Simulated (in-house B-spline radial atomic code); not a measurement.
A calculation on the nitrogen ion N²⁺ (an excited or competing configuration): its settings, and results tabulated from the run. Computed with an all-electron radial atomic-structure program (B-spline basis): scalar-relativistic (X2C) TPSSh, spin-polarised, spherical fractional occupations, Fermi nucleus of rms radius 2.5582 fm.

Command:
```bash
python run_scf.py task.json out
```
Settings (nuclear radius in fm, mass in u):
```
Z                7
configuration    [He] 2s2 3s1
hamiltonian      x2c
method           tpssh
spin_polarised   True
nucleus          fermi
rms_radius       2.5582
atomic_mass      14.00307
speed_of_light   137.035999084
```

Output (hartree, bohr):
```
 radial grid: 71 intervals, B-splines of order 8, outer radius 25.5556 bohr

 iter        energy (Eh)    residual
    1         -51.973711    1.69e-02
    2         -51.975138    9.71e-04
    3         -51.975141    5.10e-04
    4         -51.975142    2.69e-04
    5         -51.975143    7.44e-05
    6         -51.975143    1.34e-05
    7         -51.975143    1.24e-06
    8         -51.975143    1.64e-08

 total energy                       -51.97514
 kinetic                              51.9399
 electron-nucleus                   -114.6100
 Hartree                              16.1557
 exact exchange                       -0.5319
 exchange-correlation                 -4.9288

 orbital      occ     eigenvalue          <r>       <r^2>       <1/r>       r_max
 1s up      1.000       -16.4292     0.227868   0.0700664     6.67562      0.1482
 1s down    1.000       -16.4219     0.227892   0.0700682     6.67424      0.1483
 2s up      1.000        -2.1926      1.10949     1.44925      1.3043      0.9254
 2s down    1.000        -2.1807       1.1144     1.46022     1.29636      0.9292
 3s up      1.000        -0.6510      3.11613     10.9317    0.438652       2.866
```

Time taken, with all properties: 0.12 s on 1 thread of Arm Neoverse V1, on a shared host.
